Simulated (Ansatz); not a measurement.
Cost and result for the atomization energy of C2H8O3Si2 (`C=C[SiH](O)O[SiH2]O`) (15 atoms, 14 bonds).

```tsv
atom	x (Å)	y (Å)	z (Å)
C1	-1.616	1.635	0.820
C2	-1.732	0.315	0.939
Si3	-0.825	-0.868	-0.148
O4	0.020	-1.880	0.847
O5	0.194	-0.045	-1.125
Si6	1.769	0.400	-1.149
O7	2.701	-0.674	-0.336
H8	-2.155	2.325	1.463
H9	-0.971	2.083	0.070
H10	-2.394	-0.081	1.707
H11	-1.722	-1.675	-1.011
H12	0.241	-2.744	0.494
H13	1.859	1.757	-0.551
H14	2.255	0.399	-2.545
H15	2.376	-0.948	0.526
```

Total charge 0; spin multiplicity 1. The geometry is a stationary point of PBE0-D4/def2-TZVP. It is one conformer, not always the lowest. Program: Ansatz. All runs use 2 threads of an AMD EPYC 7R13 on a shared host and a share of an NVIDIA H100 80 GB. Times are those of one run each, without the atoms' runs, and a repeat can differ threefold. Electronic energies, without spin–orbit coupling; frozen cores. CCSD(T)/CBS adds CCSD(T) − MP2 in def2-TZVPP to the MP2 limit, and its time is that of the two runs behind it. T1 = 0.012. B3LYP takes the VWN-RPA correlation (the form of Gaussian; ORCA's B3LYP/G).

CCSD(T)/CBS is a level of theory with its own doubt, some kJ/mol a heavy atom from the limit and from the frozen cores, so smaller differences don't rank the functionals.

```tsv
level	functions	wall time
PBE-D4/def2-TZVPP (with forces)	351	3.9 s
PBE0-D4/def2-TZVPP	351	6.5 s
ωB97X-V/def2-TZVPP	351	6.5 s
B3LYP-D4/def2-TZVPP (with forces)	351	7 s
ωB97M-V/def2-TZVPP (with forces)	351	7 s
r2SCAN-D4/def2-TZVPP (with forces)	351	7.5 s
B2PLYP/def2-TZVPP	351	8.5 s
MP2/def2-QZVPP	665	13 s
CCSD(T)/def2-TZVPP	351	18 s
CCSD(T)/CBS(def2)	–	30 s
```

Question: What atomization energy does each give, and how far from CCSD(T)/CBS? (Estimate.)

Answer: Ansatz gave: 
| level | atomization (kcal/mol) | difference from CCSD(T)/CBS | per bond |
| --- | --- | --- | --- |
| PBE-D4/def2-TZVPP (with forces) | 1449.6 | 6.8 | 0.5 |
| PBE0-D4/def2-TZVPP | 1424.5 | -18.3 | -1.3 |
| ωB97X-V/def2-TZVPP | 1439.2 | -3.6 | -0.3 |
| B3LYP-D4/def2-TZVPP (with forces) | 1432.4 | -10.4 | -0.7 |
| ωB97M-V/def2-TZVPP (with forces) | 1440.9 | -1.9 | -0.1 |
| r2SCAN-D4/def2-TZVPP (with forces) | 1437.8 | -5.0 | -0.4 |
| B2PLYP/def2-TZVPP | 1420.9 | -21.9 | -1.6 |
| MP2/def2-QZVPP | 1456.7 | 13.9 | 1.0 |
| CCSD(T)/def2-TZVPP | 1401.7 | -41.1 | -2.9 |
| CCSD(T)/CBS(def2) | 1442.8 | 0.0 | 0.0 |

From PBE to PBE0 (25 % exact exchange), in def2-TZVPP and without D4, the atomization energy moves by −23.8 kcal/mol: exact exchange takes away binding that semilocal exchange gives to molecules. In def2-TZVPP, CCSD(T) changes the Hartree–Fock value by +348.8 kcal/mol (the triples alone add +20.6 kcal/mol) and MP2 by +379.0 kcal/mol; breaking electron pairs costs correlation energy, which Hartree–Fock lacks. The D4 term adds +14.5 kcal/mol with B3LYP and +7.8 kcal/mol with PBE0; it sums over pairs of atoms, weighted by their polarisabilities, and B3LYP, whose exchange is more repulsive, gets the larger term.
